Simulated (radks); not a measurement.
The numbers below are computed, except where a source is named.
Ionisation of the tin ion Sn+, [Kr] 4d10 5s2 5p1, to Sn2+, [Kr] 4d10 5s2, under several functionals. Scalar-relativistic Kohn-Sham, spin-polarised, spherical densities, finite nucleus; open shells are filled with parallel spins first (spin-orbit coupling, left out, can overturn this in heavy ions); a radial shooting solver on a logarithmic mesh with Libxc functionals.

functional	E(Sn+) (hartree)	Exc (hartree)	IE (eV)	-e(HOMO) (eV)	<r> HOMO (bohr)	IE error (eV)
LDA (Slater exchange, Perdew-Zunger correlation)	-6171.45049	-159.17121	14.417	10.793	2.867	-0.216
TASK exchange with Perdew-Wang LDA correlation	-6176.35951	-163.70975	13.835	10.751	2.803	-0.799
Wu-Cohen GGA	-6176.04791	-163.81077	14.211	10.676	2.871	-0.422
LDA (Slater exchange, VWN5 correlation)	-6171.47256	-159.19377	14.428	10.814	2.867	-0.205
XLYP	-6177.97332	-165.74307	14.158	10.506	2.901	-0.475
PW91	-6177.70205	-165.48246	14.237	10.688	2.888	-0.396
B86b exchange with PBE correlation	-6177.50480	-165.28229	14.185	10.641	2.889	-0.448
PBE	-6176.79603	-164.56666	14.158	10.619	2.892	-0.476
PBEsol	-6174.04640	-161.78939	14.192	10.662	2.876	-0.441
revPBE	-6177.03409	-164.81015	14.067	10.562	2.894	-0.566
BP86	-6177.91299	-165.69048	14.328	10.773	2.872	-0.305

NIST Atomic Spectra Database: 14.633 eV (measured). Closest: LDA (Slater exchange, VWN5 correlation). The Delta-SCF values span 0.59 eV, the total energies 6.52 hartree. The highest occupied level is 5p. Open shells are spherical and high-spin; term and fine-structure splittings are not resolved. Spin-orbit splitting is averaged out at the scalar-relativistic level.
